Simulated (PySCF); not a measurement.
**Potential energy of AlBr along the bond**

Set-up: basis Al def2-TZVPP, Br def2-TZVPP; no relativity; PySCF 2.14. Energies in eV from Al + Br in their ground configurations at the same level. State: ¹Σ⁺ (singlet), closed shell.

Curves on a restricted Hartree–Fock reference rise too fast on stretching and do not dissociate correctly.

All columns are RHF. A positive dipole means Al(−)Br(+).

| R (Å) | E (eV) | μ (D) | Mulliken charge on Al (basis-dependent) | HOMO (eV) | LUMO (eV) | Mayer bond order | ⟨S²⟩ |
| --- | --- | --- | --- | --- | --- | --- | --- |
| 2.000 | -2.639 | 0.47 | 0.14 | -8.25 | 1.34 | 1.30 | 0.00 |
| 2.093 | -3.127 | -0.15 | 0.20 | -8.45 | 1.19 | 1.21 | 0.00 |
| 2.186 | -3.394 | -0.80 | 0.27 | -8.65 | 1.05 | 1.13 | 0.00 |
| 2.256 | -3.490 | -1.32 | 0.32 | -8.79 | 0.94 | 1.07 | 0.00 |
| 2.326 | -3.520 | -1.84 | 0.36 | -8.93 | 0.83 | 1.02 | 0.00 |
| 2.396 | -3.500 | -2.38 | 0.40 | -9.05 | 0.73 | 0.96 | 0.00 |
| 2.489 | -3.418 | -3.10 | 0.45 | -9.20 | 0.58 | 0.90 | 0.00 |
| 2.605 | -3.254 | -4.02 | 0.50 | -9.34 | 0.41 | 0.83 | 0.00 |
| 2.745 | -3.005 | -5.13 | 0.55 | -9.43 | 0.20 | 0.77 | 0.00 |
| 2.931 | -2.636 | -6.59 | 0.60 | -9.41 | -0.06 | 0.69 | 0.00 |

A fit through these points gives, at Re = 2.330 Å, μ = -1.87 D and dμ/dR = -7.63 D/Å; the reduced mass is 20.11 u.

Problem. How strong is the fundamental in the double-harmonic approximation, I = 42.26·(dμ/dR)²/μred km/mol?

Solution. I = 42.26·(-7.63)²/20.11 = 122 km/mol at RHF.

Where the molecule has an RHF reference, its open-shell atoms are computed with UHF. Hartree–Fock leaves out correlation, which carries a large part of most bond energies and some tenths to 1 eV of ionisation energies.
